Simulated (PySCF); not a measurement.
## r2SCAN on C (carbon, neutral)

Configuration: [He] 2s2 2p1 3s1, high-spin 3P determinant (an excited configuration). Calculation: PySCF 2.14, in aug-cc-pVTZ-DK (5s4p3d2f, 46 functions); the spin-free X2C one-electron Hamiltonian (Gaussian nucleus).

- Total energy: -37.5482 hartree
- One-electron energy: -48.8627 hartree
- Hartree (Coulomb) energy: 16.2785 hartree
- Exchange-correlation energy: -4.9640 hartree
- ⟨S²⟩: 2.0048
- ⟨L²⟩: 2.024
- Sum of ⟨r⟩: 9.810 bohr
- Sum of ⟨r²⟩: 33.70 bohr²
- Traceless quadrupole moment −½Σ⟨3z² − r²⟩ along its main axis: -0.342 e·bohr²
- Langevin diamagnetic susceptibility: -26.7 ×10⁻⁶ cm³/mol

```
shell  electrons  mean orbital energy (eV)  rms radius, mean of both spins (bohr)
 1s α          1                   -285.87                                  0.314
 1s β          1                   -285.22                                  0.314
 2s α          1                   -20.582                                   1.63
 2s β          1                   -18.778                                   1.63
 2p α          1                   -12.552                                   1.68
 3s α          1                    -1.837                                   5.04
```

The outer electron is Rydberg-like, and this basis confines it to a smaller radius and binds it less than a complete one would.
